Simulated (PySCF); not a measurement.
C₃H₉B₃O₃, charge -1, doublet, geometry from GFN2-xTB (a state made from the parent by changing its charge; the spin is typed, not shown lowest) (in this run its highest filled SCF level lies above zero, so its values depend strongly on the basis, on diffuse functions most of all). Base run: DF-SVWN5/3-21G (PySCF).

Input for PySCF:
```python
from pyscf import gto, scf, dft

mol = gto.M(
    atom='''
C    -1.88263187   -2.25884204   -0.38435433
B    -0.90379848   -0.99872182   -0.09120778
O     0.47599836   -1.28150983   -0.06345170
B     1.33020729   -0.18054923    0.14340972
C     2.92066292   -0.49970419    0.12009244
O     0.88834620    1.03540238    0.38276883
B    -0.55303012    1.36862306    0.49315428
C    -0.95757719    2.71596764   -0.35332957
O    -1.39561160    0.19893558    0.14290532
H    -1.64898138   -2.72119801   -1.34237772
H    -2.92745075   -1.95594686   -0.40064314
H    -1.76618271   -3.02849623    0.37815295
H     3.21769911   -0.93884606   -0.83127412
H     3.18616817   -1.21476873    0.89825374
H     3.50985185    0.40162291    0.27540875
H    -2.00870109    2.97697420   -0.21890442
H    -0.36453224    3.57912747   -0.04623218
H    -0.79735130    2.58761777   -1.43139583
''',
    basis='3-21g',
    charge=-1,
    spin=1,
    verbose=4,
)

mf = dft.UKS(mol)
mf.xc = 'lda,vwn'
mf = mf.density_fit(auxbasis='def2-universal-jkfit')
mf.kernel()
mf.analyze()
```

The base run was repeated with changes; each row names its change, and settings that it needs were set with it.

```json
[
 {"change": "base", "ΔE vs base (µEh)": "0.0", "grid points": "215016", "electrons on the grid": "66.99999"},
 {"change": "small_rho_cutoff = 0", "ΔE vs base (µEh)": "0.0", "grid points": "215016", "electrons on the grid": "66.99999"},
 {"change": "grids.level = 7", "ΔE vs base (µEh)": "-3.7", "grid points": "1230648", "electrons on the grid": "67.00000"},
 {"change": "grids.becke_scheme = stratmann", "ΔE vs base (µEh)": "1.1", "grid points": "215016", "electrons on the grid": "66.99999"},
 {"change": "grids.radi_method = mura_knowles", "ΔE vs base (µEh)": "0.2", "grid points": "203456", "electrons on the grid": "66.99999"},
 {"change": "grids.radi_method = delley", "ΔE vs base (µEh)": "0.1", "grid points": "228080", "electrons on the grid": "66.99999"},
 {"change": "grids.atom_grid = (30, 110)", "ΔE vs base (µEh)": "357", "grid points": "44280", "electrons on the grid": "66.99932"},
 {"change": "grids.radi_method = gauss_chebyshev", "ΔE vs base (µEh)": "0.0", "grid points": "209400", "electrons on the grid": "66.99999"},
 {"change": "grids.prune = dft.gen_grid.treutler_prune", "ΔE vs base (µEh)": "4.9", "grid points": "185856", "electrons on the grid": "66.99997"},
 {"change": "grids.level = 1", "ΔE vs base (µEh)": "5.1", "grid points": "68872", "electrons on the grid": "66.99989"},
 {"change": "grids.prune = dft.gen_grid.sg1_prune", "ΔE vs base (µEh)": "-22.6", "grid points": "96096", "electrons on the grid": "66.99988"}
]
```

Open shells are given as the SCF converged; they aren't shown to be the lowest states, and a large step between rows can be another state.
